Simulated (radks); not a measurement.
Valence configurations of F+ (all share [He]). Method: scalar-relativistic Kohn-Sham, SCAN, spin-polarised, spherical densities, finite nucleus; open shells are filled with parallel spins first; meta-GGA in the generalised Kohn-Sham scheme; Fermi nuclear charge, rms radius 2.8976 fm; computed with a radial shooting solver on a logarithmic mesh with Libxc functionals. Energies are relative to 2s2 2p4; eigenvalues in eV for spin up.

[
 {"valence": "2s2 2p4", "E (eV)": "0.000", "moment (Bohr magnetons)": "2", "e(2p)": "-30.978", "e(2s)": "-51.277"},
 {"valence": "2s1.5 2p4.5", "E (eV)": "10.291", "moment (Bohr magnetons)": "2", "e(2p)": "-31.122", "e(2s)": "-51.509"},
 {"valence": "2s1 2p5", "E (eV)": "20.084", "moment (Bohr magnetons)": "2", "e(2p)": "-31.311", "e(2s)": "-51.795"},
 {"valence": "2p6", "E (eV)": "43.515", "moment (Bohr magnetons)": "0", "e(2p)": "-29.092", "e(2s)": "-"}
]

NIST lists [He] 2s2 2p4 as the ground configuration; this level of theory agrees among the configurations tried. The energies are those of spherical high-spin densities, not of single terms.
